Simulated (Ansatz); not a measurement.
Consider the ligand exchange at a B–C bond: `CBCO` + `C[SiH2]N` → `CBN[SiH2]C` + CH₃OH.

Gas-phase electronic energies from Ansatz, PBE0-D4/def2-TZVP geometries. CCSD(T)/CBS is the MP2 limit (def2-TZVPP, def2-QZVPP) plus CCSD(T) − MP2 in def2-TZVPP, frozen cores. This one scheme is used for every species. Functionals use def2-TZVPP. B3LYP here is the variant with VWN-RPA as its local correlation; programs differ in this. HSE06 is defined as in plane-wave codes. One conformer a species, not always the lowest.

```
        level  ΔE (kJ/mol)  difference from CCSD(T)/CBS
     B3LYP-D4       -136.6                         -0.9
   r2SCANh-D4       -132.2                          3.5
   r2SCAN0-D4       -132.9                          2.8
     BHLYP-D4       -138.2                         -2.5
      ωB97X-V       -131.4                          4.3
         PBE0       -127.9                          7.8
        HSE06       -128.0                          7.7
CCSD/def2-SVP       -154.3                        -18.6
 HF/CBS(def2)       -132.6                          3.1
MP2/CBS(def2)       -137.7                         -2.0
  CCSD(T)/CBS       -135.7                            0
```

Largest T1 diagnostic among the species: 0.011.

At CCSD(T), def2-SVP lies −21.1 kJ/mol from the extrapolated value and def2-TZVPP −2.9 kJ/mol. Leaving LDA and LC-ωPBE aside and taking each functional with its dispersion term where it has one, the values, not all of them listed here, spread over 7.8 kJ/mol, from BHLYP-D4 to PBE-D4. LDA lies −3.1 kJ/mol from PBE without D4. In def2-TZVPP, CCSD(T) changes the Hartree–Fock value by −5.6 kJ/mol (the triples alone add −1.8 kJ/mol) and MP2 by −7.6 kJ/mol.
